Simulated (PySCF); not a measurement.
Task: Write a Z-matrix for InChI=1S/C8H7Br/c1-7-3-2-4-8(9)6-5-7/h2-6H,1H2 as optimised with PBE0-D3(BJ)/def2-SVP.

Result: 
Z-matrix in Å and degrees, rows numbered from 1:
```
C 
C   1  1.3556
C   2  1.4609  1  119.31
C   3  1.3534  2  130.78  1  -179.93
C   4  1.4437  3  130.71  2     0.07
C   5  1.3543  4  127.16  3    -0.10
Br  6  1.8965  5  117.63  4   179.85
C   6  1.4488  5  128.48  4    -0.09
C   8  1.3521  6  129.17  5     0.21
H   1  1.0920  2  121.18  3     0.00
H   1  1.0920  2  121.33  3  -179.99
H   3  1.0948  2  113.60  1     0.08
H   4  1.0941  3  115.55  2  -179.98
H   5  1.0922  4  115.69  3   179.84
H   8  1.0924  6  114.63  5  -179.85
H   9  1.0950  2  113.40  1    -0.12
```

Of the pairs four or more bonds apart, H11···H16 is among the closest relative to their van der Waals radii: 2.30 Å, 96 % of the sum of Bondi's values. The 7-membered ring C2–C3–C4–C5–C6–C8–C9 has internal angles of 121.9° to 131.8° (sum 900°, against 900° for a flat polygon); it is planar, 0.00 Å rms from its mean plane, widest ring torsion 0°. The C–C distances run from 1.352 Å (C8–C9, aromatic) to 1.462 Å (C2–C9, aromatic), a spread of 0.110 Å. The 9 heavy atoms lie in one plane (0.002 Å rms).

Theory: PBE0-D3(BJ)/def2-SVP geometry optimisation, gas phase (PySCF 2.14.0).

Point group: Cs (every atom within 0.08 Å of its image). PBE0-D3(BJ)/def2-SVP frequencies: not computed here.

The run took 2.5 min on one thread of an Arm Neoverse N1, no GPU (shared host). That covers the optimisation of the geometry.
